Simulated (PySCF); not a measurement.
# What a mistake does to a calculation on B2HO2 anion

Calculated results; nothing here was measured. The program is PySCF 2.14.0, an open-source quantum chemistry code, run on an isolated molecule that a program drew, which may never have been made. The molecule is B2HO2 anion (charge -1, singlet), drawn as the SMILES string `O=BB[O-]`.

Each row is a Hartree-Fock (HF) and frozen-core CCSD(T) single point in the aug-cc-pVDZ basis, meant for a local HF minimum. Run 1 is clean. Each other run has one planted mistake out of seven kinds, and not every kind appears here: one electron removed, one electron added, multiplicity raised by two, geometry at a saddle point, minimal basis STO-3G, one bond length entered in bohr, all coordinates scaled. The reference is restricted for singlets and unrestricted otherwise, and also for a bond in bohr. Adding or removing an electron swaps singlet and doublet. Electrons count all cores. HOMO and LUMO are orbital energies over both spins, the gradient is its largest component, and the lowest frequency (negative if imaginary) is given only where the gradient is small. Bond lengths are over the 4 bonds as drawn. T1 is the CCSD diagnostic: over 0.02 (restricted) or 0.045 (unrestricted) a single reference is doubtful.

Geometry of the clean run:
```xyz
5
B2HO2 anion, angstrom
O    -1.5306    0.2837   -1.9907
B    -1.5507   -0.4580   -1.0388
B    -1.5628   -1.5519    0.3757
O    -2.6110   -2.1880    0.6985
H    -0.4628   -1.5945    0.9594
```

| run | electrons | basis functions | <S^2> | HOMO (eV) | LUMO (eV) | gradient (hartree/bohr) | lowest frequency (cm^-1) | mean bond (Å) | longest bond (Å) | T1 | HF (hartree) | CCSD(T) (hartree) | mistake |
|---|---|---|---|---|---|---|---|---|---|---|---|---|---|
| 1 | 28 | 101 | 0.000 | -4.56 | 3.93 | 4.3e-05 | 188 | 1.3773 | 1.788 | 0.0210 | -199.81332 | -200.41355 | no fault |
| 2 | 28 | 101 | 0.000 | -3.83 | 3.90 | 2.0e-01 | - | 1.2616 | 1.638 | 0.0178 | -199.75913 | -200.34053 | all coordinates scaled |
| 3 | 28 | 21 | 0.000 | 0.72 | 15.66 | 3.7e-02 | - | 1.3773 | 1.788 | 0.0219 | -196.95078 | -197.19310 | minimal basis STO-3G |
| 4 | 28 | 101 | 2.025 | -0.03 | 3.81 | 1.0e-01 | - | 1.3773 | 1.788 | 0.0392 | -199.72380 | -200.29496 | ? |

**Which mistake was planted in run 4, and what did it cost?**

Electrons, basis and geometry are unchanged, and <S^2> is 2.025, beside S(S+1) = 2.00 for a multiplicity of 3. So the mistake is: multiplicity raised by two. Subtracting run 1 and multiplying by 627.51 kcal/mol a hartree, the energy moved by 56.2 kcal/mol in HF and 74.4 kcal/mol in CCSD(T).

Cautions from the logs. Run 1: T1 is over the limit, so its CCSD(T) energy is less reliable; run 3: T1 is over the limit, so its CCSD(T) energy is less reliable and the HOMO is above zero, so the electron isn't bound and the energy depends on the basis.
